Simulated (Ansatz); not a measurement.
PtAu₂, relaxed as a singlet with RKS B3LYP-D4/def2-TZVP in Ansatz, starting from the GFN2-xTB geometry. Force threshold 0.02 eV/Å.

In the def2 sets Au, Pt take a core potential; there is no spin–orbit coupling. The structure comes from a short search, and lower isomers may exist.

Start:

Cartesian coordinates in Å:
```
Pt -0.230 -0.658 -0.732
Au 1.027 1.459 -0.938
Au -0.797 -0.801 1.670
```

Problem. Estimate the energy that the relaxation releases and the steps that it takes.

Solution. 4.1 kcal/mol, in 8 steps; 28 s on 2 threads of Arm Neoverse V1 on a shared host. No frequencies were taken in this run, so the end may be a saddle point.

Problem. Does the start keep its bonding and symmetry?

Solution. Bonds formed: Au2–Au3 (atoms count from 1). Point group C2v at the start, C2v at the end, both within 0.05 Å.

Problem. Predict the relaxed structure.

Solution. 
Cartesian coordinates in Å:
```
Pt -0.326 -0.933 -1.036
Au 0.831 1.295 -0.437
Au -0.506 -0.362 1.474
```
Bond lengths (bridged metal pairs left out): 2 × Au–Pt 2.58 Å; 1 × Au–Au 2.86 Å.
